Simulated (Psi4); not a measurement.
A dimer, H2O ··· CH2O (SMILES O and C=O), singlet; the first 3 atoms form monomer A.

```
7

O     -0.0013     0.3896     0.0000
H     -0.7644    -0.1973     0.0000
H      0.7657    -0.1923     0.0000
C      3.3377    -0.5038    -0.7773
O      2.4490    -1.1676    -0.3226
H      3.2318     0.5861    -0.9428
H      4.3149    -0.9430    -1.0579
```

**Question.** What interaction energy does SAPT0/jun-cc-pVDZ, frozen core run with Psi4 give, and which attractive term is the largest?

**Answer.** Total -5.08 kcal/mol: electrostatics -7.93, exchange 6.30, induction -2.01, dispersion -1.44. The most attractive term is electrostatics.
